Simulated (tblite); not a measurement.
Compound: C5H10BNO3.
Numbering: `[CH3:1][CH2:2][O:3][C@@H:4]([CH3:5])[O:6][B:7]([OH:8])[C:9]#[N:10]` (hydrogens: H11, H12, H13 on C1; H14, H15 on C2; H16 on C4; H17, H18, H19 on C5; H20 on O8)

Computed with GFN2-xTB (tblite), gas phase: L-BFGS steps from a force-field or distance-geometry start until the largest atomic force falls under 0.01 eV/Å.

Step 95: E = -876.2451 eV
```
atom  x, y, z in Å  |  force x, y, z in eV/Å
C1     -2.6307    0.5511   -0.5527    0.041  -0.040  -0.019
C2     -1.6957   -0.6102   -0.8780    0.049  -0.033  -0.016
O3     -0.9542   -1.0706    0.2458   -0.005   0.053   0.013
C4      0.1635   -0.3127    0.5662    0.009  -0.004   0.008
C5      0.7080   -0.7835    1.9100   -0.039   0.006  -0.006
O6      1.1349   -0.4943   -0.4480   -0.008  -0.024  -0.028
B7      2.1448    0.3575   -0.7265   -0.008  -0.043  -0.021
O8      3.0187    0.0488   -1.6986   -0.007   0.020   0.006
C9      2.3109    1.6882    0.0534    0.068   0.147   0.067
N10     2.3848    2.6490    0.6764   -0.018  -0.116  -0.089
H11    -3.0608    0.9206   -1.4779   -0.078   0.042  -0.002
H12    -2.0932    1.3633   -0.0685    0.006   0.004  -0.040
H13    -3.4259    0.2239    0.1094   -0.021  -0.014   0.033
H14    -1.0105   -0.3296   -1.6870    0.056   0.031   0.030
H15    -2.2692   -1.4790   -1.2092   -0.033  -0.004   0.037
H16    -0.0828    0.7652    0.6249   -0.008  -0.037  -0.001
H17     1.5162   -0.1311    2.2244    0.045   0.026  -0.003
H18     1.0748   -1.8007    1.8191   -0.023  -0.041  -0.027
H19    -0.0892   -0.7541    2.6439   -0.043  -0.010   0.032
H20     2.8504   -0.7910   -2.1302    0.016   0.034   0.025
```

Step 96: E = -876.2461 eV
```
atom  x, y, z in Å  |  force x, y, z in eV/Å
C1     -2.6270    0.5490   -0.5569    0.035  -0.023  -0.025
C2     -1.6917   -0.6133   -0.8796    0.031  -0.017  -0.005
O3     -0.9533   -1.0736    0.2464    0.009   0.070   0.004
C4      0.1628   -0.3150    0.5694    0.031   0.009   0.027
C5      0.7086   -0.7891    1.9119   -0.015   0.001   0.031
O6      1.1357   -0.4907   -0.4450   -0.041  -0.028  -0.001
B7      2.1437    0.3637   -0.7217   -0.027  -0.066  -0.049
O8      3.0099    0.0550   -1.7005    0.030   0.059   0.012
C9      2.3090    1.6945    0.0569    0.068   0.152   0.068
N10     2.3795    2.6583    0.6754   -0.016  -0.117  -0.085
H11    -3.0577    0.9179   -1.4818   -0.081   0.028  -0.020
H12    -2.0902    1.3647   -0.0780    0.017  -0.004  -0.022
H13    -3.4228    0.2256    0.1062   -0.013  -0.020   0.037
H14    -1.0055   -0.3325   -1.6879    0.055   0.021   0.038
H15    -2.2652   -1.4821   -1.2097   -0.037  -0.006   0.027
H16    -0.0840    0.7631    0.6332   -0.009  -0.054  -0.008
H17     1.5466   -0.1598    2.2046   -0.030  -0.033  -0.013
H18     1.0378   -1.8222    1.8281   -0.048   0.042  -0.011
H19    -0.0783   -0.7193    2.6577    0.027  -0.025  -0.019
H20     2.8370   -0.7835   -2.1317    0.011   0.012   0.016
```

Step 97: E = -876.2476 eV
```
atom  x, y, z in Å  |  force x, y, z in eV/Å
C1     -2.6268    0.5472   -0.5583    0.020   0.009  -0.024
C2     -1.6899   -0.6134   -0.8821    0.009   0.007   0.005
O3     -0.9543   -1.0722    0.2462    0.015   0.052  -0.003
C4      0.1623   -0.3151    0.5705    0.031   0.013   0.025
C5      0.7073   -0.7904    1.9131    0.020   0.013  -0.040
O6      1.1357   -0.4903   -0.4439   -0.042  -0.020   0.016
B7      2.1448    0.3636   -0.7186   -0.030  -0.051  -0.050
O8      3.0087    0.0558   -1.6994    0.047   0.061   0.010
C9      2.3130    1.6959    0.0576    0.043   0.103   0.046
N10     2.3800    2.6622    0.6721   -0.006  -0.083  -0.062
H11    -3.0663    0.9158   -1.4795   -0.070   0.007  -0.030
H12    -2.0904    1.3668   -0.0855    0.022  -0.010  -0.012
H13    -3.4179    0.2231    0.1104   -0.008  -0.020   0.039
H14    -1.0031   -0.3306   -1.6893    0.049   0.009   0.042
H15    -2.2649   -1.4814   -1.2115   -0.021  -0.012   0.018
H16    -0.0836    0.7628    0.6352   -0.010  -0.043  -0.010
H17     1.5501   -0.1671    2.2013   -0.008  -0.009  -0.001
H18     1.0297   -1.8240    1.8293   -0.031  -0.011  -0.016
H19    -0.0744   -0.7157    2.6597   -0.042  -0.013   0.038
H20     2.8348   -0.7823   -2.1303    0.009   0.000   0.007
```

Problem. Estimate the geometry and energy of step 98. (The exact step hangs on the optimiser's Hessian estimate; all steps are aligned on step 97, rigid shifts and turns removed.)

Solution. E = -876.2493 eV, largest force 0.070 eV/Å
```
atom  x, y, z in Å  |  force x, y, z in eV/Å
C1     -2.6271    0.5448   -0.5633   -0.035   0.040  -0.011
C2     -1.6870   -0.6133   -0.8856   -0.025   0.037   0.013
O3     -0.9544   -1.0675    0.2465    0.011   0.010  -0.001
C4      0.1637   -0.3143    0.5741    0.014   0.009   0.007
C5      0.7073   -0.7958    1.9149   -0.017   0.007  -0.049
O6      1.1360   -0.4875   -0.4414   -0.021  -0.010   0.022
B7      2.1457    0.3660   -0.7155   -0.026  -0.011  -0.029
O8      3.0066    0.0606   -1.6988    0.057   0.041   0.001
C9      2.3187    1.7005    0.0585   -0.006  -0.018  -0.018
N10     2.3786    2.6699    0.6671    0.015   0.010  -0.001
H11    -3.0815    0.9088   -1.4803   -0.039  -0.028  -0.018
H12    -2.0919    1.3716   -0.1015    0.023  -0.018  -0.002
H13    -3.4104    0.2186    0.1154    0.021  -0.001   0.024
H14    -1.0002   -0.3283   -1.6921    0.048  -0.012   0.044
H15    -2.2646   -1.4815   -1.2117    0.017  -0.009   0.010
H16    -0.0805    0.7629    0.6432   -0.010  -0.014  -0.010
H17     1.5665   -0.1925    2.1915    0.029   0.020   0.013
H18     1.0033   -1.8369    1.8344   -0.025  -0.032  -0.018
H19    -0.0649   -0.6972    2.6688   -0.046  -0.015   0.031
H20     2.8310   -0.7783   -2.1271    0.014  -0.006  -0.009
```

The energy changes by -0.0017 eV. The first-order estimate −F·Δx gives -0.0026 eV and the mean of the old and new forces, exact on a quadratic surface, -0.0018 eV. The step makes an angle of 80° with the force vector and moves no atom by more than 0.032 Å.

The cost below is that of the whole relaxation. Hardware: an Arm Neoverse V1 with one thread, shared host. Cost: 1.0 s wall.
